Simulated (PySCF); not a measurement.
A geometry optimisation, as run on `CN[SiH2][Si@H](N)N([SiH3])[SiH3]`.

Level of theory: PBE0-D3(BJ)/def2-SVP geometry optimisation, gas phase (PySCF).

Input of the driver that calls PySCF (job settings, then Cartesian coordinates in Å, the GFN2-xTB start):

```
{"job": {"xc": "PBE0", "basis": "def2-SVP", "d3": "d3bj", "grid": 1, "kind": "geom"}, "charge": 0, "multiplicity": 1}
C     -3.9697    -0.1076     0.8914
N     -2.6870     0.3321     0.4043
Si    -1.3988    -0.7085    -0.0575
Si     0.3488     0.6762    -0.5776
N      0.5695     0.7090    -2.2929
N      1.7940     0.1230     0.2796
Si     2.4933    -1.4149    -0.1136
Si     2.6584     1.1543     1.3780
H     -4.7132    -0.1942     0.0930
H     -3.8511    -1.0831     1.3533
H     -4.3542     0.5893     1.6401
H     -2.7447     1.2455    -0.0187
H     -1.2069    -1.6076     1.0939
H     -1.7689    -1.6499    -1.1509
H      0.2680     2.1136    -0.2756
H      1.3650     1.2181    -2.6451
H      0.4711    -0.1486    -2.8113
H      2.9209    -2.0751     1.1182
H      3.6584    -1.2367    -0.9923
H      1.4726    -2.2049    -0.8088
H      3.8075     1.7610     0.6965
H      1.7260     2.1777     1.8436
H      3.1362     0.3583     2.5085
```

Output:

```
step   0  E = -1368.20815931  max force = 0.023329
step   1  E = -1368.21783493  max force = 0.005413
step   2  E = -1368.21833475  max force = 0.002880
step   3  E = -1368.21848187  max force = 0.000940
step   4  E = -1368.21856863  max force = 0.001310
step   5  E = -1368.21865987  max force = 0.001135
step   6  E = -1368.21873935  max force = 0.000803
step   7  E = -1368.21877762  max force = 0.000566
step   8  E = -1368.21883859  max force = 0.000609
step   9  E = -1368.21891453  max force = 0.000745
step  10  E = -1368.21898881  max force = 0.001418
step  11  E = -1368.21901460  max force = 0.001351
step  12  E = -1368.21898908  max force = 0.002628
step  13  E = -1368.21924231  max force = 0.001413
step  14  E = -1368.21932624  max force = 0.001262
step  15  E = -1368.21956489  max force = 0.001547
step  16  E = -1368.21963082  max force = 0.001397
step  17  E = -1368.21993013  max force = 0.001871
step  18  E = -1368.22002594  max force = 0.002956
step  19  E = -1368.22032021  max force = 0.001970
step  20  E = -1368.22041077  max force = 0.001319
step  21  E = -1368.22055979  max force = 0.001312
step  22  E = -1368.22060736  max force = 0.001118
step  23  E = -1368.22070553  max force = 0.000469
step  24  E = -1368.22073461  max force = 0.000517
step  25  E = -1368.22077762  max force = 0.001037
step  26  E = -1368.22082916  max force = 0.001507
step  27  E = -1368.22091524  max force = 0.001468
step  28  E = -1368.22096529  max force = 0.000690
step  29  E = -1368.22100998  max force = 0.000850
step  30  E = -1368.22104979  max force = 0.000570
step  31  E = -1368.22106936  max force = 0.000441
step  32  E = -1368.22108973  max force = 0.000354
step  33  E = -1368.22110653  max force = 0.000419
step  34  E = -1368.22111762  max force = 0.000457
step  35  E = -1368.22112269  max force = 0.000280
optimisation converged
```

Energies are in Eh and forces in Eh/bohr. The run used 203 basis functions and 249 SCF iterations in all.

Rough CPU time on one thread of a shared machine: about 40 min.

Task: How much energy does the optimisation gain, and how much of it in the first step?

Result: 8.1 kcal/mol (353 meV) from step 0 to step 35; the first step changes the energy by -6.1 kcal/mol. The largest force component goes from 0.0233 to 0.00028 Eh/bohr.

Final geometry (Å):

```xyz
23
angstrom
C     -4.1181    0.0354   -0.0883
N     -2.7092    0.3120   -0.1971
Si    -1.4280   -0.4048    0.7181
Si     0.4660    0.7625   -0.0136
N      0.1719    1.0343   -1.7049
N      1.9729   -0.0625    0.3988
Si     2.3235   -1.6386   -0.2757
Si     3.1504    0.7505    1.4088
H     -4.4839   -0.7195   -0.8119
H     -4.3516   -0.3470    0.9182
H     -4.7236    0.9479   -0.2272
H     -2.4274    0.8187   -1.0299
H     -1.6726   -0.2483    2.1897
H     -1.2407   -1.8873    0.5109
H      0.5998    2.1156    0.6124
H      0.7403    1.7083   -2.2091
H     -0.0418    0.2398   -2.2993
H      2.5470   -2.6658    0.7868
H      3.5372   -1.6071   -1.1503
H      1.1518   -2.0479   -1.1099
H      3.6705    1.9947    0.7605
H      2.5765    1.1308    2.7356
H      4.2889   -0.1947    1.6277
```

Point group C1. Stationary, but not proved a minimum. After the best overlay, start and end differ by 1.02 Å (root mean square over atoms).
